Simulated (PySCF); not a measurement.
Isomers of CH9NSi2. All species are isolated molecules in the gas phase. One relaxed conformer stands for each flexible species; it need not be the lowest. Strings in code marks are SMILES.

These are PBE0-D4/def2-TZVP (PySCF) values and carry that method's errors. All candidates: neutral, multiplicity 1. Delta-SCF ions had no search for a lower state. Excitations are Tamm–Dancoff values on a coarser integration grid. The basis has no diffuse functions, so Rydberg states are missing or too high.

```
Item                                     Result
--------------------------------------  -------
vertical ionisation energy (Delta-SCF)  9.17 eV
HOMO–LUMO gap                           7.22 eV
T1 excitation (TDA)                     5.33 eV
```

Q: Name which member has these values.
A) `[SiH3]CN[SiH3]` (Si–C–N–Si torsion 155°)
B) `C[SiH2][SiH2]N`
C) `C[SiH2]N[SiH3]` (C–Si–N–Si torsion 75°)
D) `NC[SiH2][SiH3]`

A: B, `C[SiH2][SiH2]N`. The others give `C[SiH2]N[SiH3]` (C–Si–N–Si torsion 75°): 9.27 eV, 7.54 eV, 5.78 eV; `NC[SiH2][SiH3]`: 9.19 eV, 7.24 eV, 5.63 eV; `[SiH3]CN[SiH3]` (Si–C–N–Si torsion 155°): 8.80 eV, 7.03 eV, 5.33 eV
